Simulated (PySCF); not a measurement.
Vertical excitations of a molecule C4H6OS from TDA-PBE/def2-SVPD (PySCF 2.14.0), as energy in eV (oscillator strength): 3.61 (0.007), 4.10 (0.001), 5.19 (0.021), 5.59 (0.025), 5.85 (0.009), 6.13 (0.031), 6.16 (0.019), 6.26 (0.022), 6.36 (0.004), 6.52 (0.011). Lowest triplet (TDA): 3.29 eV. Geometry: PBE-D3(BJ)/def2-SVP. The values are those of a single conformer.

**Question.** Identify the compound among the candidates.
A) C=C1O[C@@H](C)S1
B) C/C=C1/OCS1
C) O=CSC1CC1
D) O=C1CC[C@@H]1S

**Answer.** D, O=C1CC[C@@H]1S
